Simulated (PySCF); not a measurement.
NbBr5, SMILES [Br][Nb]([Br])([Br])([Br])[Br], multiplicity 1.

Geometry: PBE0-D3(BJ)/def2-SVP. The spin state was assumed, not searched. The def2 effective core potentials stand for the cores of Nb; spin–orbit coupling is left out.

Two levels are set side by side: PBE/def2-TZVP (PySCF) and CAM-B3LYP/def2-TZVP (PySCF). Same geometry, gas phase. Differences are taken from unrounded values.

| quantity | CAM-B3LYP |
|---|---|
| orbital gap (eV) | 6.09 |
| highest occupied level (eV) | -9.53 |
| lowest empty level (eV) | -3.44 |

**Question.** What does PBE give, and how far is it from CAM-B3LYP? (An estimate is asked for; the answer gives what the named calculation found.)

**Answer.** 
| quantity | PBE | PBE minus CAM-B3LYP |
|---|---|---|
| orbital gap (eV) | 2.19 | -3.90 |
| highest occupied level (eV) | -7.07 | 2.46 |
| lowest empty level (eV) | -4.89 | -1.44 |

PBE's occupied levels lie high since its potential decays too fast outside the molecule; exact exchange lowers them and widens the gap. Differences between two approximate levels are no errors against the true value.

Rough cost on one machine, each run with all the roots and properties that it gave: CAM-B3LYP against PBE within a factor of 2.
